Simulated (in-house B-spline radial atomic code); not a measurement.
Whole-atom quantities along the 8-electron series, configuration [He] 2s2 2p4. Computed with an all-electron radial atomic-structure program (B-spline basis): non-relativistic Hartree-Fock, average of the configuration, point nuclei.

This level leaves out relativity, spin-orbit splitting included, which matters for heavy ions.

```csv
ion,Z,E/Z² (Eh),Σ<r²> (bohr²),n(0)/Z³ (bohr⁻³),Lamb diamagnetic shielding (ppm),repulsion over attraction
Te44+,52,-1.6438,0.088243,0.69558,3129.88,0.030471
I45+,53,-1.6457,0.08473,0.69596,3192,0.02991
Xe46+,54,-1.6476,0.081424,0.69632,3254.13,0.029369
Cs47+,55,-1.6494,0.078307,0.69667,3316.26,0.028847
Ba48+,56,-1.6512,0.075366,0.69701,3378.38,0.028343
La49+,57,-1.6529,0.072587,0.69733,3440.51,0.027857
Ce50+,58,?,?,?,?,?
Pr51+,59,-1.6561,0.067473,0.69795,3564.77,0.026932
Nd52+,60,-1.6576,0.065116,0.69824,3626.89,0.026493
Pm53+,61,-1.6591,0.06288,0.69853,3689.02,0.026067
Sm54+,62,-1.6605,0.060758,0.69881,3751.15,0.025655
Eu55+,63,-1.6619,0.058741,0.69907,3813.27,0.025256
Gd56+,64,-1.6633,0.056824,0.69933,3875.4,0.024869
Tb57+,65,-1.6646,0.054998,0.69959,3937.53,0.024493
Dy58+,66,?,?,?,?,?
Ho59+,67,-1.6671,0.051602,0.70007,4061.78,0.023776
Er60+,68,-1.6683,0.050021,0.7003,4123.91,0.023432
Tm61+,69,-1.6694,0.048511,0.70052,4186.04,0.023099
Yb62+,70,-1.6705,0.047069,0.70074,4248.16,0.022774
Lu63+,71,-1.6716,0.04569,0.70095,4310.29,0.022459
Hf64+,72,-1.6727,0.044371,0.70116,4372.42,0.022152
Ta65+,73,-1.6737,0.043108,0.70136,4434.54,0.021854
W66+,74,-1.6748,0.041898,0.70155,4496.67,0.021563
Re67+,75,?,?,?,?,?
Os68+,76,-1.6767,0.039627,0.70193,4620.92,0.021005
Ir69+,77,-1.6776,0.038559,0.70211,4683.05,0.020736
```

Task: Fill in the row of Ce50+.

Result: E/Z² (Eh): -1.6545; Σ<r²> (bohr²): 0.06996; n(0)/Z³ (bohr⁻³): 0.69765; Lamb diamagnetic shielding (ppm): 3502.64; repulsion over attraction: 0.027387.

Task: Fill in the row of Dy58+.

Result: E/Z² (Eh): -1.6658; Σ<r²> (bohr²): 0.05326; n(0)/Z³ (bohr⁻³): 0.69983; Lamb diamagnetic shielding (ppm): 3999.65; repulsion over attraction: 0.024129.

Task: Fill in the row of Re67+.

Result: E/Z² (Eh): -1.6757; Σ<r²> (bohr²): 0.040738; n(0)/Z³ (bohr⁻³): 0.70174; Lamb diamagnetic shielding (ppm): 4558.8; repulsion over attraction: 0.02128.

Task: With what power of Z does the column «Σ<r²> (bohr²)» change over this range?

Result: A fit of the logarithm of its size against log Z from Z = 52 to 77 has slope -2.11. Unscreened non-relativistic hydrogenic orbitals would give -2.
